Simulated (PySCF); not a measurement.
Effect of structural changes

Theory: TDDFT PBE0/def2-SVPD circular dichroism and optical rotation, one conformer, gas phase (PySCF). Geometry: GFN2-xTB.

Each molecule in one low-energy conformer. The parent is [H]/N=C\C#C[C@H]1C[Si@H]1C.

Problem. How does the specific rotation at 589.3 nm (origin-invariant length gauge) change along this series?
- [H]/N=C\C#C[C@H]1C[Si@H]1C (base)
- [H]/N=C\C#C[C@H]1C[Si@@H]1C (diastereomer)

Solution. 
```
                   molecule  [α]589 (deg dm⁻¹ (g/mL)⁻¹)  S1 (eV)  R(S1), velocity form (10⁻⁴⁰ esu² cm²)
 [H]/N=C\C#C[C@H]1C[Si@H]1C                      -775.1     4.56                                   +2.4
[H]/N=C\C#C[C@H]1C[Si@@H]1C                      -337.4     4.58                                   +3.3
```
The specific rotation at 589.3 nm (origin-invariant length gauge) is lowest for [H]/N=C\C#C[C@H]1C[Si@H]1C and highest for [H]/N=C\C#C[C@H]1C[Si@@H]1C.
